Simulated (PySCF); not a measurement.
Zero-point energy (kcal/mol) of eight halogen compounds: PBE-D3(BJ) beside PBE0-D3(BJ), computed with PySCF for isolated molecules in the bases named; differences from unrounded values. The eight are the first of their class met in an unordered collection, after screening for sound electronic states; none was chosen by its value. Each level has its own optimised geometry.

```json
[
 {"molecule": "trifluoroacetic acid (C2HF3O2), SMILES O=C(O)C(F)(F)F", "basis": "def2-SVP", "PBE0-D3(BJ)": "25.26", "PBE-D3(BJ)": "23.92", "difference": "-1.34"},
 {"molecule": "C5H5F, SMILES C=C=CC(=C)F", "basis": "def2-SVP", "PBE0-D3(BJ)": "51.38", "PBE-D3(BJ)": "49.53", "difference": "-1.85"},
 {"molecule": "CH3ClOSe, SMILES CO[Se]Cl", "basis": "def2-SVP", "PBE0-D3(BJ)": "27.17", "PBE-D3(BJ)": "26.11", "difference": "-1.07"},
 {"molecule": "C5H5Cl, SMILES C#C/C(C)=C/Cl", "basis": "def2-SVP", "PBE0-D3(BJ)": "50.69", "PBE-D3(BJ)": "48.88", "difference": "-1.81"},
 {"molecule": "C₅H₄F₂, SMILES FC1(F)C=CC=C1", "basis": "def2-SVP", "PBE0-D3(BJ)": "48.87", "PBE-D3(BJ)": "46.98", "difference": "-1.89"},
 {"molecule": "C5H5Cl, SMILES C=CC=C=CCl", "basis": "def2-SVP", "PBE0-D3(BJ)": "50.93", "PBE-D3(BJ)": "49.13", "difference": "-1.80"},
 {"molecule": "(1Z,3Z)-1,4-dichlorobuta-1,3-diene (C₄H₄Cl₂), SMILES C(/Cl)=C/C=C\\Cl", "basis": "def2-SVP", "PBE0-D3(BJ)": "42.85", "PBE-D3(BJ)": "41.30", "difference": "-1.55"},
 {"molecule": "C₂H₂ClF₃, SMILES F[C@H](Cl)C(F)F", "basis": "def2-SVP", "PBE0-D3(BJ)": "28.19", "PBE-D3(BJ)": "26.89", "difference": "-1.30"}
]
```

PBE-D3(BJ) lies below PBE0-D3(BJ) in 8 and above it in 0 of the eight; the mean signed difference is -1.58 and the largest -1.89 kcal/mol.
